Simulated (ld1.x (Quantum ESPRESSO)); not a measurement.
# Scattering properties, ultrasoft potential for chromium (Cr)

ld1.x (Quantum ESPRESSO) 7.5 input, shortened:

```
&input
   title='Cr', zed=24., rel=1, dft='PBESOL', iswitch=3,
   config='[Ar] 3d4 4s0 4p0'
 /
 &inputp
   pseudotype=3, tm=.true., lloc=-1, rcloc=0.90,
   nlcc=.true., rcore=0.90
 /
6
3S  1  0   2.00   0.00  1.25  1.35  0.0
4S  2  0   0.00   0.00  1.25  1.35  0.0
3P  2  1   6.00   0.00  1.60  1.80  0.0
4P  3  1   0.00   0.00  1.60  1.80  0.0
3D  3  2   4.00   0.00  0.85  1.10  0.0
3D  3  2   0.00   1.25  0.85  1.10  0.0
 &test
   configts(1)='3s2 3p6 3d4 4s0 4p0'
 /
```

The phase is arctan(r·u′/u) with u = r·R(r), unwrapped; energies in Ry, scanned from -9 to 5 Ry. A pole is an energy at which the radial function vanishes at the test radius. The pseudo phase is shifted by a multiple of π to meet the all-electron one at the reference energy, and phase errors are pseudo minus all-electron; the curves can meet again beyond the range given. Levels narrower than the energy grid can be missing from the lists of poles.

| channel | radius (bohr) | reference energy (Ry) | poles, all-electron | poles, pseudo | unbroken range about the reference energy with phases within 0.05 rad | phase error 1 Ry above the reference energy (rad) |
| --- | --- | --- | --- | --- | --- | --- |
| s | 1.95 | -1.35 | -6.81 | -6.82, -5.55 | not even at the reference energy | +0.921 |
| p | 1.95 | -0.97 | -4.60 | -4.52, 2.03 | not even at the reference energy | +0.548 |
| d | 1.95 | -1.68 | -1.07 | -1.07 | the whole range | +0.000 |

The ghost test of this file was not conclusive. Its overlap operator is not positive definite in a basis up to 400 Ry (lowest eigenvalue s -0.02, p -1.45), so the file is unfit for use: the generalised eigenproblem breaks down once the basis is large enough, and its test numbers describe a broken file.

Phases in the s channel:

| E (Ry) | all-electron | pseudo |
| --- | --- | --- |
| -9.00 | 1.342 | 4.478 |
| -8.76 | 1.333 | 4.468 |
| -8.52 | 1.322 | 4.456 |
| -8.28 | 1.308 | 4.439 |
| -8.04 | 1.288 | 4.417 |
| -7.80 | 1.257 | 4.381 |
| -7.56 | 1.197 | 4.312 |
| -7.32 | 1.012 | 4.102 |
| -7.08 | -0.705 | 2.397 |
| -6.84 | -1.545 | 1.589 |
| -6.60 | -1.666 | 1.450 |
| -6.36 | -1.715 | 1.375 |
| -6.12 | -1.744 | 1.286 |
| -5.88 | -1.765 | 0.899 |
| -5.64 | -1.782 | -1.468 |
| -5.40 | -1.797 | -1.649 |
| -5.16 | -1.811 | -1.704 |
| -4.92 | -1.824 | -1.734 |
| -4.68 | -1.838 | -1.756 |
| -4.44 | -1.853 | -1.774 |
| -4.20 | -1.868 | -1.790 |
| -3.96 | -1.884 | -1.806 |
| -3.72 | -1.902 | -1.820 |
| -3.48 | -1.922 | -1.835 |
| -3.24 | -1.945 | -1.851 |
| -3.00 | -1.971 | -1.868 |
| -2.76 | -2.001 | -1.886 |
| -2.52 | -2.037 | -1.905 |
| -2.28 | -2.079 | -1.927 |
| -2.04 | -2.131 | -1.952 |
| -1.80 | -2.196 | -1.980 |
| -1.56 | -2.278 | -2.012 |
| -1.32 | -2.385 | -2.050 |
| -1.08 | -2.525 | -2.095 |
| -0.84 | -2.710 | -2.150 |
| -0.60 | -2.945 | -2.218 |
| -0.36 | -3.219 | -2.303 |
| -0.12 | -3.498 | -2.412 |
| 0.12 | -3.744 | -2.551 |
| 0.36 | -3.941 | -2.730 |
| 0.60 | -4.090 | -2.950 |
| 0.84 | -4.204 | -3.201 |
| 1.08 | -4.291 | -3.457 |
| 1.32 | -4.359 | -3.686 |
| 1.56 | -4.414 | -3.874 |
| 1.80 | -4.459 | -4.023 |
| 2.04 | -4.496 | -4.138 |
| 2.28 | -4.527 | -4.228 |
| 2.52 | -4.554 | -4.299 |
| 2.76 | -4.578 | -4.356 |
| 3.00 | -4.598 | -4.403 |
| 3.24 | -4.617 | -4.442 |
| 3.48 | -4.633 | -4.475 |
| 3.72 | -4.648 | -4.504 |
| 3.96 | -4.662 | -4.528 |
| 4.20 | -4.675 | -4.550 |
| 4.44 | -4.687 | -4.569 |
| 4.68 | -4.698 | -4.586 |
| 4.92 | -4.708 | -4.601 |
